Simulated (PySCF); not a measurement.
C2H6FMgN, SMILES C[N](C)[Mg][F]. Atoms are numbered in the order given.

```xyz
11

Mg     0.0000     0.0000    -1.0347
F      0.0000     0.0000    -2.7984
N      0.0000     0.0000     0.8619
C      0.0000     1.1961     1.6749
C      0.0000    -1.1961     1.6749
H     -0.8896     1.2587     2.3399
H      0.8896     1.2587     2.3399
H      0.0000     2.1111     1.0555
H      0.8896    -1.2587     2.3399
H     -0.8896    -1.2587     2.3399
H      0.0000    -2.1111     1.0555
```
Charge 0, spin multiplicity 1.

Coordinates come from a B3LYP-D3(BJ)/def2-SVP optimisation. The structure was generated by enumeration; whether it is a known compound was not checked. Other conformers were not sampled.

Two levels are set side by side: PBE/pcSseg-1 (PySCF) and PBE0/pcSseg-1 (PySCF). GIAO shifts against CFCl3 (¹⁹F), NH3 (¹⁵N), TMS (¹H), TMS (¹³C) at the same level; non-relativistic, no solvent, atoms listed together averaged. Differences are taken from unrounded values.

```tsv
quantity	PBE
δ(¹⁹F) of F2 (ppm)	-276.3
δ(¹⁵N) of N3 (ppm)	17.1
δ(¹³C) of C4, C5 (ppm)	51.3
δ(¹H) of H6, H7, H8, H9, H10, H11 (ppm)	3.08
```

### Question
These are the PBE values. What does PBE0 give? (An estimate is asked for; the answer gives what the named calculation found.)

### Answer

```
quantity                                   PBE0  PBE minus PBE0
---------------------------------------  ------  --------------
δ(¹⁹F) of F2 (ppm)                       -261.5           -14.8
δ(¹⁵N) of N3 (ppm)                          4.4            12.7
δ(¹³C) of C4, C5 (ppm)                     49.0             2.3
δ(¹H) of H6, H7, H8, H9, H10, H11 (ppm)    2.93            0.16
```

Rough cost on one machine, each run with all the roots and properties that it gave: PBE0 against PBE within a factor of 2.
